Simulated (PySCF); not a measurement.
## F²⁺: ionisation energy

F²⁺ [He] 2s2 2p3 (4S) → F³⁺ [He] 2s2 2p2 (3P), as a difference of total energies. All numbers are calculated (PySCF 2.14, the spin-free X2C one-electron Hamiltonian (Gaussian nucleus), in dyall-acv3z). Correlated levels: valence: 1s2 frozen; valence and next inner shell: nothing frozen; virtual orbitals above 40 to 60 times the deepest correlated orbital energy dropped. The calculations carry no spin-orbit coupling.

```json
{"method": "UHF", "ionisation energy (eV)": "62.249", "plus first-order spin-orbit estimate": "62.195", "difference from reference of that sum (eV)": "-0.513"}
{"method": "LDA", "ionisation energy (eV)": "63.180", "plus first-order spin-orbit estimate": "63.126", "difference from reference of that sum (eV)": "+0.418"}
{"method": "PBE", "ionisation energy (eV)": "62.851", "plus first-order spin-orbit estimate": "62.797", "difference from reference of that sum (eV)": "+0.089"}
{"method": "PBE0", "ionisation energy (eV)": "62.928", "plus first-order spin-orbit estimate": "62.874", "difference from reference of that sum (eV)": "+0.166"}
{"method": "r2SCAN", "ionisation energy (eV)": "63.169", "plus first-order spin-orbit estimate": "63.114", "difference from reference of that sum (eV)": "+0.406"}
{"method": "revPBE", "ionisation energy (eV)": "62.769", "plus first-order spin-orbit estimate": "62.714", "difference from reference of that sum (eV)": "+0.006"}
{"method": "BLYP", "ionisation energy (eV)": "62.690", "plus first-order spin-orbit estimate": "62.636", "difference from reference of that sum (eV)": "-0.072"}
{"method": "M06-L", "ionisation energy (eV)": "63.128", "plus first-order spin-orbit estimate": "63.074", "difference from reference of that sum (eV)": "+0.366"}
{"method": "CAM-B3LYP", "ionisation energy (eV)": "62.937", "plus first-order spin-orbit estimate": "62.883", "difference from reference of that sum (eV)": "+0.175"}
{"method": "MP2 (valence)", "ionisation energy (eV)": "62.843", "plus first-order spin-orbit estimate": "62.789", "difference from reference of that sum (eV)": "+0.081"}
{"method": "SCS-MP2 (valence)", "ionisation energy (eV)": "62.577", "plus first-order spin-orbit estimate": "62.522", "difference from reference of that sum (eV)": "-0.186"}
{"method": "MP2 (valence and next inner shell)", "ionisation energy (eV)": "62.879", "plus first-order spin-orbit estimate": "62.825", "difference from reference of that sum (eV)": "+0.117"}
{"method": "SCS-MP2 (valence and next inner shell)", "ionisation energy (eV)": "62.600", "plus first-order spin-orbit estimate": "62.546", "difference from reference of that sum (eV)": "-0.162"}
```

Reference: 62.708 eV (semi-empirical (NIST evaluation); NIST Atomic Spectra Database, ionization energies).

A first-order spin-orbit estimate (lowest level to lowest level, LS coupling) adds -0.054 eV.

Errors of the correlated levels include the incompleteness of this basis and the frozen core.
